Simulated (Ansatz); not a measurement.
```yaml
crystal:
  periodic: [false, false, false]
  atoms:
    - {symbol: O, position_ang: [1.153989, -2.422237, -1.194123]}
    - {symbol: C, position_ang: [0.599119, -1.480990, -0.727942]}
    - {symbol: N, position_ang: [-0.163520, -0.735962, 0.523597]}
    - {symbol: Sn, position_ang: [0.260561, 1.162398, 0.791483]}
    - {symbol: Cl, position_ang: [-0.546429, 2.310552, -1.254480]}
    - {symbol: H, position_ang: [-1.247091, 1.344272, 1.847130]}
basis:
  gaussian: {orbitals: def2-mTZVPP, final_grid: {core_spheres: 5, valence_spheres: 4, degree: 11}}
magnetization: {spin_polarized: true, initial_magnetization: 1}
hamiltonian: {xc: {name: wB97X-D}}
```

```sh
$ ansatz run in.yaml --threads 4 --pin off --events-out ev --progress --plain --max-ram 10444MiB
```

How does Ansatz answer? (Estimate.)

Computed: The input was rejected before any iteration.
```
Error: YAML parse error: error: line 13 column 19: hamiltonian.xc: no functional is named "wB97X-D"; the names, which are not case-sensitive, are SVWN5, SPW92, PBE, PBE0, PBEsol, revPBE, revPBE0, RPBE, rPW86-PBE, HSE06, wPBEh, LC-wPBE, HISS, HF, BLYP, B3LYP, B3LYP5, BHLYP, CAM-B3LYP, r2SCAN, r2SCANh, r2SCAN0, r2SCAN50, m-r2SCAN, B97, wB97, wB97X, wB97X-V, B97M-V, wB97M-V, B2PLYP, B2GP-PLYP, PBE0-DH, PBE-QIDH
11 |   gaussian: {orbitals: def2-mTZVPP, final_grid: {core_spheres: 5, valence_spheres: …
12 | magnetization: {spin_polarized: true, initial_magnetization: 1}
13 | hamiltonian: {xc: {name: wB97X-D}}
```

HSE06 is defined as in plane-wave codes.
